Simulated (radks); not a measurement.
Valence configurations of neutral sulfur (all share [Ne]). All-electron calculation, Dirac Kohn-Sham, LDA (Slater exchange, Perdew-Wang correlation), spin-unpolarised, spherical densities, point nucleus; open shells are shared between the two j in proportion to 2j + 1. Program: a radial shooting solver on a logarithmic mesh with Libxc functionals. Energies are relative to 3s2 3p4; eigenvalues in eV.

valence,E (eV),e(3p1/2),e(3p3/2),e(3s1/2)
3s2 3p4,0.000,-7.164,-7.078,-17.280
3s1.5 3p4.5,5.104,-7.441,-7.353,-17.624
3s1 3p5,10.241,-7.707,-7.618,-17.955
3s0.5 3p5.5,15.410,-7.965,-7.874,-18.273
3p6,20.610,-8.214,-8.122,-

NIST lists [Ne] 3s2 3p4 as the ground configuration; this level of theory agrees among the configurations tried. The energies are those of spherical spin-averaged densities, not of single terms.
